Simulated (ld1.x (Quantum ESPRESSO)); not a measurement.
Which change was made? (Nb, TM)

ld1.x (Quantum ESPRESSO) 7.5 input, shortened:

```
&input
   title='Nb', zed=41., rel=1, dft='REVPBE', iswitch=3,
   config='[Kr] 4d5 5s0 5p0'
 /
 &inputp
   pseudotype=2, tm=.true., lloc=1,
   nlcc=.true., new_core_ps=.true., rcore=1.15
 /
3
4S  1  0   2.00   0.00  1.75  1.75  0.0
4D  3  2   5.00   0.00  2.05  2.05  0.0
4P  2  1   6.00   0.00  1.70  1.70  0.0
 &test
   configts(1)='4s2 4p6 4d5 5s0 5p0'
 /
```

Cutoffs, loose and tight: the cutoffs (Ry, on a coarse ladder) from which the occupation-weighted sum of valence levels, in a spherical-Bessel basis at the reference potential, stays within 10 and 1 mRy of its value at 400 Ry. They do not see the model core or the augmentation charge, which bear on the density cutoff. Test errors are all-electron minus pseudo excitation energies from the reference, over the configurations 4s2 4p6 4d4 5s1 5p0; 4s2 4p6 4d4 5s0 5p0; 4s2 4p6 4d3 5s0 5p0; 4s2 4p6 4d1 5s0 5p0; 4s2 4p6 4d3 5s1 5p1; 4s2 4p5 4d4 5s1 5p0; 4s1 4p6 4d4 5s1 5p0; variants that change the core or the reference have their own tests.

The base gives: outcome: generated; cutoff, loose: 45 Ry; cutoff, tight: 70 Ry; bound ghosts: none; largest test error (meV): +518.

**Question.** After one change the result is: outcome: generated; cutoff, loose: 40 Ry; cutoff, tight: 55 Ry; bound ghosts: none; largest test error (meV): +1927. Which change was it?
A. all radii but the core radius scaled by about 1.25 (s 2.18, p 2.12, d 2.56 bohr)
B. wave 4s (bound): rc 1.75 bohr becomes 4s (bound): rc 2.46 bohr
C. local potential the s channel

**Answer.** B. The others give: local potential the s channel → outcome: generated; cutoff, loose: 45 Ry; cutoff, tight: 70 Ry; bound ghosts: none; largest test error (meV): +1298 | all radii but the core radius scaled by about 1.25 (s 2.18, p 2.12, d 2.56 bohr) → outcome: generated; cutoff, loose: 30 Ry; cutoff, tight: 45 Ry; bound ghosts: none; largest test error (meV): +1468.
